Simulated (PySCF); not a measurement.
Exercise with solution: entropy of an ideal gas

Sn(H)(OH)3 (H4O3Sn), SMILES [OH][SnH]([OH])[OH].

Geometry: PBE0-D3(BJ)/def2-SVP. The def2 effective core potentials stand for the cores of Sn; spin–orbit coupling is left out. Other conformers were not sampled.

PySCF with PBE0-D3(BJ)/def2-SVP gives the harmonic wavenumbers 101, 102, 187, 195, 195, 283, 557, 557, 629, 641, 641, 838, 852, 852, 1996, 3882, 3882, 3883 cm⁻¹ and the rotational temperatures 0.2135, 0.2135, 0.1396 K. The molar mass is 170.74 g/mol, the symmetry number 3, the spin multiplicity 1.

Problem. Work out the entropy at 298.15 K and 1 atm in the rigid-rotor, harmonic-oscillator model.

Solution. 
Translation (Sackur–Tetrode at 1 atm): S = R[1.5 ln M + 2.5 ln T − 1.16487] = 172.9 J/(mol K).
Rotation: q = (√π/σ) T^1.5/√(θA θB θC) = 38100, S = R[ln q + 3/2] = 100.2 J/(mol K).
Vibration: with u = 1.4388 ν/T, each mode gives R[u/(e^u − 1) − ln(1 − e^−u)]:
```json
[
 {"ν (cm⁻¹)": "101", "modes": "1", "u": "0.49", "S (J/(mol K))": "14.37"},
 {"ν (cm⁻¹)": "102", "modes": "1", "u": "0.49", "S (J/(mol K))": "14.29"},
 {"ν (cm⁻¹)": "187", "modes": "1", "u": "0.90", "S (J/(mol K))": "9.44"},
 {"ν (cm⁻¹)": "195", "modes": "2", "u": "0.94", "S (J/(mol K))": "18.24"},
 {"ν (cm⁻¹)": "283", "modes": "1", "u": "1.37", "S (J/(mol K))": "6.34"},
 {"ν (cm⁻¹)": "557", "modes": "2", "u": "2.69", "S (J/(mol K))": "4.43"},
 {"ν (cm⁻¹)": "629", "modes": "1", "u": "3.04", "S (J/(mol K))": "1.68"},
 {"ν (cm⁻¹)": "641", "modes": "2", "u": "3.09", "S (J/(mol K))": "3.22"},
 {"ν (cm⁻¹)": "838", "modes": "1", "u": "4.04", "S (J/(mol K))": "0.75"},
 {"ν (cm⁻¹)": "852", "modes": "2", "u": "4.11", "S (J/(mol K))": "1.41"},
 {"ν (cm⁻¹)": "1996", "modes": "1", "u": "9.63", "S (J/(mol K))": "0.01"}
]
```
The stiffer modes add less than 0.005 each. Sum 74.2 J/(mol K).
Spin: R ln 1 = 0.0 J/(mol K).
Total 347.2 J/(mol K); the program's own thermochemistry gives 347.2. Translation makes up 50 % and vibration 21 %. Anharmonicity, hindered rotation and orbital degeneracy are left out.
